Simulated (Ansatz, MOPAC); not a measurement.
Molecule: GeH, charge 1, multiplicity 1. SMILES of the parent species: [GeH]

Atoms: Ge1, H2. Bonds: Ge1-H2.

Bond lengths (Å) and angles (degrees) optimised at PM7 with MOPAC; HF/6-31G* with LANL2DZ past Ar with Ansatz (a program for electronic structure); B3LYP/LANL2DZ with Ansatz; B3LYP/6-31G* with LANL2DZ past Ar with Ansatz, each started from the B3LYP-D3(BJ)/def2-TZVP structure (Ansatz) of the last column. A row stands for all coordinates that are equal there. 6-31G* holds six Cartesian d functions.

```csv
coordinate,PM7,HF/6-31G* with LANL2DZ past Ar,B3LYP/LANL2DZ,B3LYP/6-31G* with LANL2DZ past Ar,B3LYP-D3(BJ)/def2-TZVP
Ge1-H2,1.632,1.583,1.607,1.607,1.593
```

Mean signed difference of all 1 bond lengths from B3LYP-D3(BJ)/def2-TZVP: PM7 0.039 Å, HF/6-31G* with LANL2DZ past Ar -0.009 Å, B3LYP/LANL2DZ 0.015 Å, B3LYP/6-31G* with LANL2DZ past Ar 0.015 Å.
